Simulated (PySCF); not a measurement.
Orbital levels and atomic charges

System: [10]helicene (C42H24), SMILES c1ccc2c(c1)ccc1ccc3ccc4ccc5ccc6ccc7ccc8ccc9ccccc9c8c7c6c5c4c3c12.

Cartesian coordinates (Å):
```
  1 C     3.980    2.467   -0.087
  2 C     3.152    2.284   -1.197
  3 C     1.808    2.073   -1.033
  4 C     1.230    2.019    0.247
  5 C     2.044    2.360    1.352
  6 C     3.426    2.536    1.163
  7 C     1.442    2.591    2.618
  8 C     0.093    2.599    2.740
  9 C    -0.742    2.200    1.663
 10 C    -2.150    2.272    1.784
 11 C    -2.947    1.942    0.735
 12 C    -2.400    1.329   -0.417
 13 C    -3.237    0.949   -1.495
 14 C    -2.708    0.413   -2.623
 15 C    -1.344    0.034   -2.666
 16 C    -0.786   -0.543   -3.833
 17 C     0.531   -0.871   -3.878
 18 C     1.312   -0.855   -2.696
 19 C     2.681   -1.222   -2.720
 20 C     3.423   -1.175   -1.585
 21 C     2.801   -0.982   -0.326
 22 C     3.562   -0.968    0.867
 23 C     2.958   -0.768    2.066
 24 C     1.546   -0.772    2.170
 25 C     0.920   -0.621    3.430
 26 C    -0.434   -0.589    3.526
 27 C    -1.240   -0.909    2.407
 28 C    -2.655   -0.930    2.522
 29 C    -3.435   -1.293    1.476
 30 C    -2.849   -1.836    0.301
 31 C    -3.645   -2.394   -0.714
 32 C    -3.076   -3.055   -1.770
 33 C    -1.691   -3.236   -1.804
 34 C    -0.893   -2.669   -0.844
 35 C    -1.439   -1.882    0.185
 36 C    -0.634   -1.222    1.177
 37 C     0.758   -0.930    1.010
 38 C     1.406   -0.793   -0.262
 39 C     0.719   -0.469   -1.478
 40 C    -0.535    0.225   -1.529
 41 C    -1.010    1.093   -0.491
 42 C    -0.165    1.742    0.465
 43 H     5.044    2.594   -0.224
 44 H     3.574    2.319   -2.191
 45 H     1.174    1.982   -1.902
 46 H     4.041    2.752    2.025
 47 H     2.078    2.831    3.458
 48 H    -0.378    2.881    3.671
 49 H    -2.571    2.649    2.705
 50 H    -4.015    2.099    0.777
 51 H    -4.297    1.143   -1.417
 52 H    -3.325    0.214   -3.486
 53 H    -1.419   -0.659   -4.701
 54 H     0.994   -1.204   -4.796
 55 H     3.127   -1.480   -3.670
 56 H     4.490   -1.343   -1.609
 57 H     4.635   -1.068    0.794
 58 H     3.542   -0.651    2.967
 59 H     1.543   -0.488    4.302
 60 H    -0.920   -0.375    4.467
 61 H    -3.093   -0.620    3.460
 62 H    -4.513   -1.246    1.543
 63 H    -4.719   -2.311   -0.633
 64 H    -3.691   -3.475   -2.552
 65 H    -1.250   -3.834   -2.588
 66 H     0.169   -2.856   -0.858
```

Method: PBE0/6-31G*, gas phase, PySCF, fitting set def2-universal-JFIT up to Ne and JKFIT beyond, grid level 1.

Problem. Give the orbital energies near the gap.

Solution. 
```
orbital     eV
 HOMO-4  -6.45
 HOMO-3  -5.66
 HOMO-2  -5.59
 HOMO-1  -5.43
   HOMO  -5.24
   LUMO  -1.58
 LUMO+1  -1.56
 LUMO+2  -0.72
 LUMO+3  -0.60
```

Problem. Give the partial charges of the non-hydrogen atoms.

Solution. 
```csv
atom,Mulliken,IAO,Hirshfeld
C1,-0.17,-0.15,-0.05
C2,-0.17,-0.15,-0.05
C3,-0.20,-0.14,-0.05
C4,0.04,0.00,0.00
C5,0.10,0.00,0.00
C6,-0.22,-0.15,-0.05
C7,-0.20,-0.15,-0.05
C8,-0.21,-0.14,-0.05
C9,0.11,0.00,0.00
C10,-0.21,-0.14,-0.05
C11,-0.20,-0.14,-0.05
C12,0.11,0.01,0.00
C13,-0.21,-0.14,-0.05
C14,-0.20,-0.14,-0.04
C15,0.12,0.01,0.00
C16,-0.21,-0.14,-0.05
C17,-0.21,-0.15,-0.05
C18,0.12,0.00,0.00
C19,-0.22,-0.15,-0.05
C20,-0.21,-0.14,-0.05
C21,0.12,0.01,0.00
C22,-0.20,-0.14,-0.04
C23,-0.21,-0.14,-0.05
C24,0.11,0.01,0.00
C25,-0.20,-0.14,-0.05
C26,-0.21,-0.14,-0.05
C27,0.11,0.00,0.00
C28,-0.21,-0.14,-0.05
C29,-0.20,-0.15,-0.05
C30,0.10,0.00,0.00
C31,-0.22,-0.15,-0.05
C32,-0.17,-0.15,-0.05
C33,-0.17,-0.15,-0.05
C34,-0.20,-0.14,-0.05
C35,0.04,0.00,0.00
C36,-0.02,0.00,0.00
C37,-0.01,-0.01,0.00
C38,-0.05,0.00,0.01
C39,-0.05,0.01,0.02
C40,-0.05,0.00,0.01
C41,-0.01,-0.01,0.00
C42,-0.02,0.00,0.00
```
